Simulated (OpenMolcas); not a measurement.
neutral phosphorus: Slater's ratio, thermal populations, worked from levels

| Item | Value |
| --- | --- |
| Program | OpenMolcas |
| Basis | ANO-RCC [8s7p5d4f2g] |
| Scalar Hamiltonian | DKH2, point nucleus |
| Active space | 3 electrons in 9 orbitals (RAS2 3p; RAS3 3d 4s, at most 1 electron) |
| State averaging | 2S+1 = 4 odd, 1 root; 2S+1 = 2 odd, 8 roots; 2S+1 = 4 even, 18 roots; 2S+1 = 2 even, 18 roots |
| Spin-orbit coupling | state interaction with AMFI integrals over the reference wave functions, term energies averaged over their components |

Methods: RASSCF; MS-RASPT2, IPEA 0.25 Eh, imaginary shift 0.1 Eh (closed shells correlated: 2s 2p 3s). Measured levels: NIST Handbook of Basic Atomic Spectroscopic Data.

**Slater's ratio.** With one set of orbitals, p3 has 2D* - 4S* = 9 F2 and 2P* - 2D* = 6 F2 (F2 = F²/25), a ratio of 2/3. Term energies are centres of gravity, weighted by 2J + 1.

```
   Source  2D* - 4S*  2P* - 4S*  F2 from the first  Ratio
   RASSCF      15351      25380               1706  0.653
MS-RASPT2      11575      22402               1286  0.935
 measured      11370      18740               1263  0.648
```

Energies in cm-1. A ratio away from 2/3 shows effects beyond one configuration with one set of orbitals, and in heavier atoms second-order spin-orbit shifts.

**Thermal populations.** Z = Σ (2J + 1) exp(-E/kT) with k = 0.695035 cm-1/K, over the levels below. No other level of either list lies under 57600 cm-1, which is above 7 kT at each temperature.

| Level | 2J + 1 | MS-RASPT2 | measured |
| --- | --- | --- | --- |
| 3s2 3p3 4S* 3/2 | 4 | 0.0 | 0.0 |
| 3s2 3p3 2D* 3/2 | 4 | 11570 | 11361 |
| 3s2 3p3 2D* 5/2 | 6 | 11580 | 11377 |
| 3s2 3p3 2P* 1/2 | 2 | 22400 | 18723 |
| 3s2 3p3 2P* 3/2 | 4 | 22410 | 18748 |
| 3s2 3p2 4s 4P 1/2 | 2 | 55530 | 55939 |
| 3s2 3p2 4s 4P 3/2 | 4 | 55660 | 56091 |
| 3s2 3p2 4s 4P 5/2 | 6 | 55880 | 56340 |

```csv
T (K),"Z, MS-RASPT2","Z, measured levels","Ground level (%), MS-RASPT2","Ground level (%), measured levels"
5000,4.367,4.407,91.6,90.8
8000,5.354,5.501,74.7,72.7
```

At 8000 K, kT = 5560 cm-1, and the computed levels give Z = 4.000 + 0.499 + 0.748 + 0.036 + 0.071 + 0.000 + 0.000 + 0.000 = 5.354.

CASPT2 breaks the degeneracy within a term, and the mean is taken; among the terms shown or strongly mixed into the levels shown the widest spread is 580 cm-1 (3s2 3p3 2D*, MS-RASPT2). Over all roots computed the reference weight is 0.89 to 0.96 in MS-RASPT2; the roots of lowest weight are the least certain, and an intruder state may touch them. ANO sets are built for valence states and can reach diffuse excited orbitals poorly, and with the s shell closed the s pⁿ⁺¹ terms that mix with these levels are absent. With the s shell closed, the reference lacks s² → p² mixing. Without dynamic correlation excited terms often stand tens of per cent too high (terms of higher spin than the ground term too low), and those without a measured partner can miss by more than the paired ones (holds for RASSCF). Some terms miss by over 15 % even with CASPT2, which points to a basis or an active space too small for the shells correlated (holds for MS-RASPT2). Computed and measured levels are paired by configuration, term and J; levels that our copy of the source lacks, or whose pairing is in doubt (as where it misses far off the trend of its configuration), stay unpaired and out of the deviations. Levels of configurations outside the active space are missing.

* marks odd parity.
